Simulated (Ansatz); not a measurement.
Harmonic vibrations of NbSe₂ by finite differences.

```yaml
crystal:
  periodic: [false, false, false]
  atoms:
    - {symbol: Nb, position_ang: [0.421241, 1.025271, 0.917843]}
    - {symbol: Se, position_ang: [-0.401775, 0.299911, -1.279398]}
    - {symbol: Se, position_ang: [-0.019466, -1.325182, 0.361555]}
basis:
  gaussian: {orbitals: def2-TZVP}
magnetization: {spin_polarized: true, initial_magnetization: 1}
hamiltonian: {xc: r2scan, dispersion: d4}
scf: {omitted_lower_state_checks: [starts]}
phonons: {temperatures: {t_min: 298.15, t_max: 900, t_step: 200}}
```

```sh
$ ansatz run in.yaml --threads 2 --pin off --events-out ev --progress --plain --max-ram 4352MiB
```

Shortened log:

```
Functional definition: r2SCAN
mean field -132249.39416240 eV, -4860.0755936092 hartree, gradient 6.1e-6 eV, S^2 1.716017; 0 other end points of the search recorded, 0 dependent functions left out
mean field -132249.39415662 eV, -4860.0755933966 hartree, gradient 9.9e-6 eV, S^2 1.716303; 0 other end points of the search recorded, 0 dependent functions left out
mean field -132249.39415779 eV, -4860.0755934398 hartree, gradient 2.8e-6 eV, S^2 1.715733; 0 other end points of the search recorded, 0 dependent functions left out
mean field -132249.39413222 eV, -4860.0755925001 hartree, gradient 2.1e-6 eV, S^2 1.716713; 0 other end points of the search recorded, 0 dependent functions left out
mean field -132249.39412601 eV, -4860.0755922721 hartree, gradient 1.9e-6 eV, S^2 1.715323; 0 other end points of the search recorded, 0 dependent functions left out
mean field -132249.39413224 eV, -4860.0755925008 hartree, gradient 2.1e-6 eV, S^2 1.716640; 0 other end points of the search recorded, 0 dependent functions left out
mean field -132249.39413750 eV, -4860.0755926942 hartree, gradient 1.9e-6 eV, S^2 1.715396; 0 other end points of the search recorded, 0 dependent functions left out
mean field -132249.39416019 eV, -4860.0755935279 hartree, gradient 2.1e-6 eV, S^2 1.715874; 0 other end points of the search recorded, 0 dependent functions left out
mean field -132249.39415670 eV, -4860.0755933998 hartree, gradient 2.1e-6 eV, S^2 1.716160; 0 other end points of the search recorded, 0 dependent functions left out
mean field -132249.39414043 eV, -4860.0755928017 hartree, gradient 3.2e-6 eV, S^2 1.715673; 0 other end points of the search recorded, 0 dependent functions left out
mean field -132249.39414081 eV, -4860.0755928158 hartree, gradient 3.5e-6 eV, S^2 1.716364; 0 other end points of the search recorded, 0 dependent functions left out
mean field -132249.39412830 eV, -4860.0755923561 hartree, gradient 2.1e-6 eV, S^2 1.715704; 0 other end points of the search recorded, 0 dependent functions left out
mean field -132249.39411817 eV, -4860.0755919837 hartree, gradient 2.1e-6 eV, S^2 1.716329; 0 other end points of the search recorded, 0 dependent functions left out
mean field -132249.39415923 eV, -4860.0755934927 hartree, gradient 9.5e-6 eV, S^2 1.715875; 0 other end points of the search recorded, 0 dependent functions left out
mean field -132249.39416155 eV, -4860.0755935779 hartree, gradient 9.3e-6 eV, S^2 1.716160; 0 other end points of the search recorded, 0 dependent functions left out
mean field -132249.39411761 eV, -4860.0755919632 hartree, gradient 2.1e-6 eV, S^2 1.715667; 0 other end points of the search recorded, 0 dependent functions left out
mean field -132249.39412347 eV, -4860.0755921787 hartree, gradient 2.1e-6 eV, S^2 1.716366; 0 other end points of the search recorded, 0 dependent functions left out
mean field -132249.39413893 eV, -4860.0755927467 hartree, gradient 4.1e-6 eV, S^2 1.715709; 0 other end points of the search recorded, 0 dependent functions left out
mean field -132249.39414385 eV, -4860.0755929276 hartree, gradient 4.0e-6 eV, S^2 1.716327; 0 other end points of the search recorded, 0 dependent functions left out
Total energy: -132249.41803792 eV, -4860.0764710183 hartree
Atom 0 at     0.421241     1.025271     0.917843 Å, force    -0.000260     0.001181    -0.001131 eV/Å
Atom 1 at    -0.401775     0.299911    -1.279398 Å, force     0.000735    -0.000171     0.002214 eV/Å
Atom 2 at    -0.019466    -1.325182     0.361555 Å, force    -0.000475    -0.001010    -0.001083 eV/Å
Dipole moment:     0.187677     0.539485     0.490757 e Å
Vibrations: 162.60 255.80 336.38 cm⁻¹, zero-point energy 0.046791 eV
Checks for a lower state left out: starts
```

Run time 2.6 min (2 threads of Arm Neoverse V2 on a shared host).

In the def2 sets Nb takes a core potential; there is no spin–orbit coupling. The charge 0 doublet is spin-contaminated (final ⟨S²⟩ up to 1.72, 0.75 for a pure state). At PBE0-D4/def2-TZVP a quartet of charge 0 lies 0.52 eV below the doublet, each at its own geometry. The structure comes from a short search, and lower isomers may exist.
